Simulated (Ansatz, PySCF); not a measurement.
This PySCF input computes a r2SCAN/def2-TZVPD energy:

```python
from pyscf import gto, scf, dft

mol = gto.M(
    atom='''
    C     2.25906370   -0.29403587   -0.19427729
    Sn   -0.13703049    0.01783565    0.01178449
    O    -0.76213285   -0.92329279   -1.55211968
    O    -0.25860705    1.94275606   -0.03482611
    O    -0.46845117   -0.82563270    1.71501478
    H     2.30619735   -0.44381190   -1.26833634
    H     2.57692483    0.66612543    0.19981896
    H     2.35972509   -1.16503014    0.44563952
    H    -1.05450245   -1.83748750   -1.41234547
    H    -0.46675519    2.33710373   -0.89618146
    H    -0.51091887   -0.23511161    2.48329215
    ''',
    basis='def2-tzvpd',
    ecp='def2-tzvp',
    charge=1,
    spin=1,
    verbose=4,
)

mf = dft.UKS(mol, xc='r2scan').density_fit(auxbasis='def2-universal-jkfit')
mf.grids.level = 4
mf.conv_tol = 1e-9
mf.max_cycle = 100
mf.max_memory = 1500
mf.kernel()
if not mf.converged:
    mf = mf.newton()
    mf.kernel(mf.make_rdm1())
for _ in range(2):
    mo, _, stable, _ = mf.stability(return_status=True)
    if stable:
        break
    mf.kernel(mf.make_rdm1(mo, mf.mo_occ))
mf.analyze()
```

Problem. Write an input for the same energy in Ansatz (a quantum-chemistry and plane-wave program) and say what it gives.

Solution. 
Ansatz 0.2 input:
```yaml
crystal:
  periodic: [false, false, false]
  atoms:
    - {symbol: C, position_ang: [2.25906370, -0.29403587, -0.19427729]}
    - {symbol: Sn, position_ang: [-0.13703049, 0.01783565, 0.01178449]}
    - {symbol: O, position_ang: [-0.76213285, -0.92329279, -1.55211968]}
    - {symbol: O, position_ang: [-0.25860705, 1.94275606, -0.03482611]}
    - {symbol: O, position_ang: [-0.46845117, -0.82563270, 1.71501478]}
    - {symbol: H, position_ang: [2.30619735, -0.44381190, -1.26833634]}
    - {symbol: H, position_ang: [2.57692483, 0.66612543, 0.19981896]}
    - {symbol: H, position_ang: [2.35972509, -1.16503014, 0.44563952]}
    - {symbol: H, position_ang: [-1.05450245, -1.83748750, -1.41234547]}
    - {symbol: H, position_ang: [-0.46675519, 2.33710373, -0.89618146]}
    - {symbol: H, position_ang: [-0.51091887, -0.23511161, 2.48329215]}
basis:
  gaussian:
    orbitals: def2-TZVPD
hamiltonian:
  xc: {name: r2SCAN}
total_charge: 1
magnetization: {spin_polarized: true, initial_magnetization: 1}
output: {forces: true}
```
It gives -481.47024 Eh, and PySCF -481.47038 Eh, a difference of 0.14 mEh, from the treatment of integrals and grids.
